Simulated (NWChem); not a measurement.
System: C₂H₇BO; SMILES BOCC

Input file for NWChem:

```
start job
memory heap 200 mb stack 900 mb global 1100 mb
geometry units angstroms noautoz
  B     -0.242078     1.809879    -0.212094
  H     -0.040898     1.861276    -1.410387
  H     -0.697872     2.738190     0.413752
  O      0.042031     0.695548     0.473244
  C      0.567429    -0.473488    -0.127113
  C     -0.412018    -1.618143    -0.007664
  H      0.814699    -0.270858    -1.184281
  H      1.506417    -0.715912     0.397196
  H     -1.336040    -1.407288    -0.567229
  H      0.029696    -2.543001    -0.408139
  H     -0.680730    -1.790358     1.045118
end
basis spherical
  * library 6-31g*
end
dft
  xc mn15
  iterations 150
  mulliken
end
task dft energy
```

Parts of the log:

```
             Northwest Computational Chemistry Package (NWChem) 7.3.0
             --------------------------------------------------------

 C1  symmetry detected

                             Geometry "geometry" -> ""
                             -------------------------

 Output coordinates in angstroms (scale by  1.889725989 to convert to a.u.)

  No.       Tag          Charge          X              Y              Z
 ---- ---------------- ---------- -------------- -------------- --------------
    1 B                    5.0000    -0.19281782     1.81069722    -0.26132068
    2 H                    1.0000     0.21253794     1.85882241    -1.40691740
    3 H                    1.0000    -0.75145705     2.73996238     0.27307727
    4 O                    8.0000    -0.02980191     0.69909635     0.46662780
    5 C                    6.0000     0.59335963    -0.47066496    -0.02980438
    6 C                    6.0000    -0.39019048    -1.61703173    -0.07767893
    7 H                    1.0000     1.01946079    -0.27077375    -1.02894744
    8 H                    1.0000     1.42787120    -0.70946570     0.64985173
    9 H                    1.0000    -1.20381342    -1.40987673    -0.78936284
   10 H                    1.0000     0.11558931    -2.54217797    -0.39255201
   11 H                    1.0000    -0.83669926    -1.78656743     0.91333149

 Effective nuclear repulsion energy (a.u.)     118.1939905823

                                 NWChem DFT Module
                                 -----------------

 Summary of "ao basis" -> "ao basis" (spherical)
 ------------------------------------------------------------------------------
       Tag                 Description            Shells   Functions and Types
 ---------------- ------------------------------  ------  ---------------------
 B                           6-31g*                  6       14   3s2p1d
 H                           6-31g*                  2        2   2s
 O                           6-31g*                  6       14   3s2p1d
 C                           6-31g*                  6       14   3s2p1d

            General Information
            -------------------
          SCF calculation type: DFT
          Wavefunction type:  closed shell.
          No. of atoms     :    11
          No. of electrons :    32
           Alpha electrons :    16
            Beta electrons :    16
          Charge           :     0
          Spin multiplicity:     1
          Use of symmetry is: off; symmetry adaption is: off
          Maximum number of iterations: 150
          AO basis - number of functions:    70
                     number of shells:    38
          Convergence on energy requested:  1.00D-06
          Convergence on density requested:  1.00D-05
          Convergence on gradient requested:  5.00D-04

              XC Information
              --------------
                         MN15 Method XC Functional
                     Hartree-Fock (Exact) Exchange  0.440
                          MN15 Exchange Functional  1.000
                        MN15 Correlation Potential  1.000

             Grid Information
             ----------------
          Grid used for XC integration:  medium
          Radial quadrature: Mura-Knowles
          Angular quadrature: Lebedev.
          Tag              B.-S. Rad. Rad. Pts. Rad. Cut. Ang. Pts.
          ---              ---------- --------- --------- ---------
          B                   0.85       49          11.0       434
          H                   0.35       45          12.0       434
          O                   0.60       49           9.0       434
          C                   0.70       49          11.0       434
          Grid pruning is: on
          Number of quadrature shells:   511
          Spatial weights used:  Erf1

      Superposition of Atomic Density Guess
      -------------------------------------

 Sum of atomic energies:        -178.08857680

      Non-variational initial energy
      ------------------------------

 Total energy =    -180.269319
 1-e energy   =    -474.046788
 2-e energy   =     175.583479
 HOMO         =      -0.357322
 LUMO         =       0.037033

     ---------------------------------------------
      Total Density - Mulliken Population Analysis
     ---------------------------------------------

    Atom       Charge   Shell Charges
 -----------   ------   -------------------------------------------------------
    1 B    5     4.64   2.00  0.62  1.11  0.51  0.33  0.08
    2 H    1     1.06   0.49  0.56
    3 H    1     1.05   0.50  0.55
    4 O    8     8.62   2.00  0.93  3.07  0.85  1.76  0.02
    5 C    6     5.98   2.00  0.69  1.77  0.58  0.88  0.06
    6 C    6     6.70   2.00  0.72  2.06  0.68  1.22  0.03
    7 H    1     0.82   0.48  0.34
    8 H    1     0.81   0.48  0.33
    9 H    1     0.78   0.47  0.31
   10 H    1     0.77   0.46  0.31
   11 H    1     0.78   0.47  0.31

   convergence    iter        energy       DeltaE   RMS-Dens  Diis-err
 ---------------- ----- ----------------- --------- --------- ---------
 d= 0,ls=0.0,diis     1   -180.2303104797 -2.98D+02  1.11D-02  6.81D-01
 d= 0,ls=0.0,diis     2   -180.2587749653 -2.85D-02  6.04D-03  4.25D-01
 d= 0,ls=0.0,diis     3   -180.2903684712 -3.16D-02  2.00D-03  9.18D-02
 d= 0,ls=0.0,diis     4   -180.2984113080 -8.04D-03  4.66D-04  2.24D-03
 d= 0,ls=0.0,diis     5   -180.2986654623 -2.54D-04  1.04D-04  1.04D-04
  Resetting Diis
 d= 0,ls=0.0,diis     6   -180.2986790828 -1.36D-05  2.70D-05  6.22D-06
 d= 0,ls=0.0,diis     7   -180.2986799092 -8.26D-07  1.09D-05  2.74D-07
 d= 0,ls=0.0,diis     8   -180.2986799102 -9.80D-10  4.58D-06  3.62D-07

         Total DFT energy =     -180.298679910165
      One electron energy =     -477.296167601011
           Coulomb energy =      204.715500351767
    Exchange-Corr. energy =      -25.912003243235
 Nuclear repulsion energy =      118.193990582314

 Numeric. integr. density =       32.000004696183

                       DFT Final Molecular Orbital Analysis
                       ------------------------------------

 Vector   14  Occ=2.000000D+00  E=-3.769870D-01
              MO Center=  1.1D-01, -1.4D-01, -6.2D-02, r^2= 3.2D+00
   Bfn.  Coefficient  Atom+Function         Bfn.  Coefficient  Atom+Function
  ----- ------------  ---------------      ----- ------------  ---------------
    37      0.260292   5 C  pz               61     -0.215917   7 H  s
    62     -0.212611   7 H  s                23     -0.190406   4 O  pz
    50      0.188330   6 C  py               36     -0.168371   5 C  py
    51     -0.167082   6 C  pz               21      0.152460   4 O  px
     4     -0.151604   1 B  py               70     -0.150640  11 H  s

 Vector   15  Occ=2.000000D+00  E=-3.617850D-01
              MO Center=  1.7D-01,  2.6D-02,  2.1D-01, r^2= 2.4D+00
   Bfn.  Coefficient  Atom+Function         Bfn.  Coefficient  Atom+Function
  ----- ------------  ---------------      ----- ------------  ---------------
    21      0.386870   4 O  px               25      0.269127   4 O  px
    35     -0.234808   5 C  px               64     -0.198749   8 H  s
    63     -0.191381   8 H  s                23      0.167823   4 O  pz
    50      0.166149   6 C  py               49      0.152787   6 C  px
    37     -0.147386   5 C  pz               22      0.138724   4 O  py

 Vector   16  Occ=2.000000D+00  E=-3.317569D-01
              MO Center= -1.2D-01,  1.6D+00, -2.2D-01, r^2= 2.4D+00
   Bfn.  Coefficient  Atom+Function         Bfn.  Coefficient  Atom+Function
  ----- ------------  ---------------      ----- ------------  ---------------
    23      0.344001   4 O  pz               16      0.297396   2 H  s
     5     -0.263106   1 B  pz               18     -0.255486   3 H  s
    27      0.241259   4 O  pz               15      0.223854   2 H  s
    17     -0.213384   3 H  s                62      0.139663   7 H  s
     3      0.135099   1 B  px               24      0.129233   4 O  s

 Vector   17  Occ=0.000000D+00  E= 2.916219D-02
              MO Center= -1.7D-01,  1.7D+00, -2.2D-01, r^2= 2.1D+00
   Bfn.  Coefficient  Atom+Function         Bfn.  Coefficient  Atom+Function
  ----- ------------  ---------------      ----- ------------  ---------------
     7      0.582936   1 B  px                3      0.419027   1 B  px
    25     -0.289681   4 O  px               21     -0.260505   4 O  px
     8      0.220692   1 B  py                9      0.220034   1 B  pz
     4      0.161724   1 B  py                5      0.156931   1 B  pz
    26     -0.128564   4 O  py               27     -0.117098   4 O  pz

 Vector   18  Occ=0.000000D+00  E= 1.354348D-01
              MO Center=  3.5D-01, -7.4D-01, -3.0D-01, r^2= 5.0D+00
   Bfn.  Coefficient  Atom+Function         Bfn.  Coefficient  Atom+Function
  ----- ------------  ---------------      ----- ------------  ---------------
    38      1.280960   5 C  s                52      1.121119   6 C  s
    62     -0.907345   7 H  s                64     -0.830422   8 H  s
    68     -0.796197  10 H  s                66     -0.624946   9 H  s
    39      0.552410   5 C  px               24      0.494551   4 O  s
     8      0.466545   1 B  py               70     -0.437751  11 H  s

 Vector   19  Occ=0.000000D+00  E= 1.642300D-01
              MO Center= -2.1D-01, -6.8D-01,  1.1D-01, r^2= 4.8D+00
   Bfn.  Coefficient  Atom+Function         Bfn.  Coefficient  Atom+Function
  ----- ------------  ---------------      ----- ------------  ---------------
    52      1.686772   6 C  s                70     -1.131943  11 H  s
    24     -0.795812   4 O  s                66     -0.720976   9 H  s
    40      0.630995   5 C  py               16      0.494473   2 H  s
    41      0.429596   5 C  pz                9      0.387981   1 B  pz
    62      0.376486   7 H  s                 8     -0.321267   1 B  py

[...]
```

Level: MN15/6-31G* (spherical d). Structure relaxed at the PBE0/def2-SVP level.
